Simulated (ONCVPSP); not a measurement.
## What one change does to a pseudopotential (P, ONCV)

* Element: phosphorus (P)
* Generator: ONCVPSP 4.0.1
* Type: optimised norm-conserving Vanderbilt (ONCV)
* Functional: LDA (Perdew-Wang 92)
* Relativity: fully relativistic
* Frozen core: [He]
* Valence charge: 13
* Reference configuration: 2s2 2p6 3s2 3p2.75 (charge +0.25)
* Partial waves: 2s+3s: rc 0.95 bohr, ncon 3, nbas 6, qcut 14.7 1/bohr, 2 projectors; 2p+3p: rc 0.90 bohr, ncon 4, nbas 8, qcut 16.4 1/bohr, 2 projectors; d scattering state at 0.14 Ha: rc 0.95 bohr, ncon 3, nbas 7, qcut 9.2 1/bohr, 2 projectors, debl 3.4 Ha
* Local potential: polynomial inside 0.75 bohr (lpopt 5, dvloc0 0 Ha)
* Core correction: none

Open shells are filled in proportion to 2j + 1.

Change: s: rc 0.9.

Cutoffs: the cutoffs (Ha) at which the residual kinetic energy of the hardest occupied pseudo-wave falls to 1 and 0.1 mHa per electron; they do not see the model core or the augmentation charge, which bear on the density cutoff. Errors are all-electron minus pseudo energies relative to the spin-unpolarised reference configuration.

Question: How do hardness, ghosts and transferability respond?

Answer: The potential gets neither clearly harder nor softer (105 Ha and 117 Ha → 105 Ha and 117 Ha); the p channel sets the loose cutoff, while the largest relative change is in s, which becomes harder; the errors of the 4 common tests hardly move; neither file shows a bound ghost.

| quantity | base | changed |
| --- | --- | --- |
| cutoff, loose | 105 Ha | 105 Ha |
| cutoff, tight | 117 Ha | 117 Ha |
| loose cutoff by channel | s 36 Ha, p 105 Ha | s 48 Ha, p 105 Ha |
| bound ghosts | none | none |
| GHOST(+) flags under 300 eV | none | none |
| error for 2s2 2p6 3s2 3p3, meV [ΔE -1.65 eV] | -0.1 | -0.1 |
| error for 2s2 2p6 3s2 3p2, meV [ΔE 8.17 eV] | +0.8 | +0.8 |
| error for 2s2 2p6 3s2 3p1, meV [ΔE 27.41 eV] | +4.1 | +4.0 |
| error for 2s2 2p6 3s0 3p5, meV [ΔE 15.49 eV] | +0.9 | +1.2 |
| p3/2: phases at 0.91 bohr within 0.05 rad from the reference energy up to (Ha; the scan ends near 5) | to the end of the scan | to the end of the scan |
| p1/2: phases at 0.91 bohr within 0.05 rad from the reference energy up to (Ha; the scan ends near 5) | to the end of the scan | to the end of the scan |
| d5/2: phases at 0.96 bohr within 0.05 rad from the reference energy up to (Ha; the scan ends near 5) | to the end of the scan | to the end of the scan |
| d3/2: phases at 0.96 bohr within 0.05 rad from the reference energy up to (Ha; the scan ends near 5) | to the end of the scan | to the end of the scan |
